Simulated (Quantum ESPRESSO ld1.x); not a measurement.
Coherent X-ray form factor from a spherical all-electron density. Calculated with ld1.x of Quantum ESPRESSO 7.5: non-relativistic Kohn-Sham, LDA (Slater exchange, VWN5 correlation), spin-polarised, spherical densities, point nucleus.

| sin(theta)/lambda (1/angstrom) | f0 (electrons) |
|---|---|
| 0.05 | 9.946 |
| 0.1 | 9.787 |
| 0.15 | 9.531 |
| 0.2 | 9.189 |
| 0.25 | 8.776 |
| 0.3 | 8.310 |
| 0.4 | 7.284 |
| 0.5 | 6.237 |
| 0.6 | 5.260 |
| 0.8 | 3.696 |
| 1 | 2.678 |
| 1.25 | 1.965 |
| 1.5 | 1.601 |
| 2 | 1.259 |

The species is in the configuration that NIST lists as its ground one. Which atom or ion scatters so?

Answer. The silicon ion Si4+, [Ne]. Extrapolating in s^2 from the first two rows gives f0(0) = 10.0, near the electron count 10; among species with that count, the fall with angle is slower the higher Z, and the table is that of Z = 14; from so few rows the species is fixed only to a neighbour or two.
